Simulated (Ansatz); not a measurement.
`[SiH3][NH2+][InH3-]`, charge 0, multiplicity 1.

Question: Give a relaxed structure at PBE0-D4/def2-TZVP (Ansatz). (Best estimate.)

Answer: The calculation gave: 
Z-matrix (Å, degrees):
```
Si
N 1 1.770
H 1 1.479 2 106.8
H 1 1.487 2 111.5 3 120.0
H 1 1.479 2 106.8 3 -120.0
In 2 2.434 1 113.7 3 60.2
H 2 1.014 1 113.9 3 -58.1
H 2 1.014 1 113.9 3 178.4
H 6 1.734 2 96.2 1 -59.6
H 6 1.734 2 96.2 1 60.6
H 6 1.735 2 94.8 1 -179.5
```
Point group Cs.
This is one stationary point; other conformers may exist.
